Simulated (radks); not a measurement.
The numbers below are computed, except where a source is named.
Problem. The mean radii <r> (bohr) of the occupied orbitals of an atom or ion are listed with their occupations. Level of theory: scalar-relativistic Kohn-Sham, PBEsol, spin-polarised, spherical densities, point nucleus (a radial shooting solver on a logarithmic mesh with Libxc functionals).

orbital  occ.      <r>
1s down     1  0.03430
1s up       1  0.03430
2s up       1   0.1497
2s down     1   0.1497
2p up       3   0.1304
2p down     3   0.1304
3s up       1   0.4157
3s down     1   0.4157
3p up       3   0.4167
3p down     3   0.4165
3d up       5   0.3993
3d down     5   0.3990
4s up       1    1.061
4s down     1    1.054
4p up       3    1.174
4p down     3    1.166
4d up       5    1.604

Name the element and its charge. Open shells, if any, are filled with parallel spins first.

Solution. Z = 43, technetium, charge +2: Tc2+ in [Kr] 4d5. The 1s radius gives Z: for a bare nucleus <r> = (2 gamma + 1)/(2Z) with gamma = sqrt(1 - (Z/c)^2), 0.03371 bohr for Z = 43, and screening makes it slightly larger (0.03430 here). The occupations add up to 41, and the charge is Z minus that.
